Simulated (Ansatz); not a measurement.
Born–Oppenheimer molecular dynamics of H11NOSi4 (17 atoms, charge 0, multiplicity 1). It starts from a relaxed structure.

Level of theory: RKS PBE0/STO-3G in Ansatz 0.2.0.

```yaml
ensemble: NVT, Langevin thermostat
time_step: 0.5 fs
steps_asked: 500
set_temperature: 300 K
friction: 1 /fs
seed: 805935
```

First frame:

```xyz
17
Properties=species:S:1:pos:R:3
Si -0.065 -0.080 -0.061
O 0.188 -0.283 1.618
Si -1.161 -0.384 2.639
H -2.009 -1.516 2.317
H -0.656 -0.540 3.983
H -1.982 0.809 2.575
N 1.560 0.064 -0.767
H 2.134 -0.777 -0.520
H 2.080 0.853 -0.315
Si -1.153 1.847 -0.564
H -2.553 1.767 -0.221
H -0.593 2.977 0.139
H -1.067 2.115 -1.980
Si -1.015 -1.897 -1.031
H -2.356 -2.118 -0.544
H -1.097 -1.719 -2.462
H -0.253 -3.097 -0.773
```

(1) How far do the bonds stretch over the last three quarters of this one trajectory? (Pairs bonded in most of those frames.)

Answers

(1) 
```csv
bond,mean (Å),spread (Å),shortest,longest
Si1–O2,1.730,0.029,1.66,1.78
Si1–N7,1.804,0.030,1.73,1.86
Si1–Si10,2.299,0.024,2.25,2.35
Si1–Si14,2.282,0.019,2.24,2.32
O2–Si3,1.707,0.023,1.66,1.75
Si3–H4,1.454,0.034,1.38,1.55
Si3–H5,1.446,0.025,1.40,1.52
Si3–H6,1.461,0.028,1.38,1.54
N7–H8,1.059,0.022,1.02,1.13
N7–H9,1.053,0.023,1.00,1.13
Si10–H11,1.456,0.033,1.38,1.53
Si10–H12,1.448,0.025,1.38,1.51
Si10–H13,1.449,0.025,1.39,1.50
Si14–H15,1.443,0.032,1.35,1.52
Si14–H16,1.452,0.037,1.36,1.53
Si14–H17,1.435,0.024,1.37,1.50
```

Mean temperature of the second half: 301 K. A run of 0.25 ps of so small a system gives no equilibrium averages. The friction is so strong that the motion is overdamped, so the time scale means little. Limits of this set-up: minimal basis.

Time of the run: 25 min on 1 thread of Intel(R) Xeon(R) 6975P-C (Granite Rapids), with other jobs on the host, peak memory 0.17 GiB.
